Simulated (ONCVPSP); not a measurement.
# As (Z = 33): excitation energies, all-electron against ONCV

| Property | Result |
| --- | --- |
| Element | As |
| Generator | ONCVPSP 4.0.1 |
| Type | optimised norm-conserving Vanderbilt (ONCV) |
| Functional | PBE |
| Relativity | fully relativistic |
| Frozen core | [Ar] 3d10 |
| Valence charge | 5 |
| Reference configuration | 4s2 4p1 (charge +2) |
| Partial waves | 4s: rc 1.70 bohr, ncon 4, nbas 8, qcut 4.1 1/bohr, 3 projectors, debl 3.3 Ha; 4p: rc 1.55 bohr, ncon 4, nbas 8, qcut 5.1 1/bohr, 2 projectors, debl 2.2 Ha |
| Local potential | polynomial inside 1.40 bohr (lpopt 4, dvloc0 0 Ha) |
| Core correction | Teter function, fcfact 2.75, rcfact 1.3 |

Open shells are filled in proportion to 2j + 1.

Energies are relative to the spin-unpolarised reference configuration 4s2 4p1; without spin polarisation the order of configurations can differ from experiment.

```csv
valence configuration,charge,ΔE all-electron (eV),error AE − PS (meV)
4s2 4p3,0,-27.075,-7.7
4s2 4p0,+3,27.708,-5.0
```

(1) What are ΔE and the potential's error for 4s2 4p2?

(2) What are ΔE and the potential's error for 4s1 4p3?

Answers

(1) ΔE = -17.922 eV all-electron; the error (AE − PS) is -4.2 meV.

(2) ΔE = -7.820 eV all-electron; the error (AE − PS) is +5.9 meV.
